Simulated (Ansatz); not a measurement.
`C=C(F)[SiH2]N`, charge 0, multiplicity 1.

(1) Give a relaxed structure at PBE0-D4/def2-TZVP (Ansatz 0.2.0). (Estimate.)

Results:

(1) Ansatz gave: 
```xyz
11

C    -0.577   -1.982    0.007
C     0.237   -0.972   -0.262
F     1.554   -1.231   -0.459
Si   -0.237    0.843   -0.404
N     0.556    1.898    0.686
H    -1.629   -1.786    0.171
H    -0.224   -3.005    0.066
H     0.109    1.307   -1.771
H    -1.703    0.864   -0.167
H     1.460    2.274    0.451
H     0.454    1.789    1.682
```
This is one stationary point; other conformers may exist.
